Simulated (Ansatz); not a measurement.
Total energies of SnI4 from Ansatz at PBE0-D4/def2-TZVP, gas phase (1 Eh = 27.2114 eV = 2625.5 kJ/mol). The reference geometry is relaxed at PBE0-D4/def2-SVP.

```xyz
5

Sn    0.0000    0.0000    0.0000
I     0.5959    0.2150    2.6020
I     1.2098   -2.1618   -1.0172
I     0.8455    2.1874   -1.2931
I    -2.6512   -0.2406   -0.2917
```

| state | geometry | energy (Eh) |
| --- | --- | --- |
| charge 0 singlet | reference | -1405.40725 |
| charge 1 doublet | reference | -1405.06066 |
| charge 1 doublet | relaxed at PBE0-D4/def2-SVP | -1405.07538 |
| free Sn atom (triplet) | – | -214.25870 |
| free I atom (doublet) | – | -297.69312 |

In the def2 sets I, Sn take a core potential; there is no spin–orbit coupling.

(1) Work out the vertical ionisation energy to the doublet.

(2) How much does the charge 1 doublet relax, and what is the adiabatic ionisation energy?

(3) What is the binding energy per atom against free atoms?

(1) E(charge 1 doublet) − E(charge 0 singlet) = -1405.06066 − (-1405.40725) = 0.34659 Eh = 9.43 eV. For comparison, −ε of the highest occupied level is 7.92 eV at this level, 1.51 eV less.

(2) Relaxation: -1405.06066 − (-1405.07538) = 0.01472 Eh = 0.40 eV. Adiabatic ionisation energy: 0.33187 Eh = 9.03 eV, without zero-point energy. 

(3) Atoms: 1 × (-214.25870) + 4 × (-297.69312) = -1405.03118 Eh. Binding: -1405.03118 − (-1405.40725) = 0.37607 Eh = 10.23 eV, or 2.05 eV for each of 5 atoms (no zero-point energy, no counterpoise term).
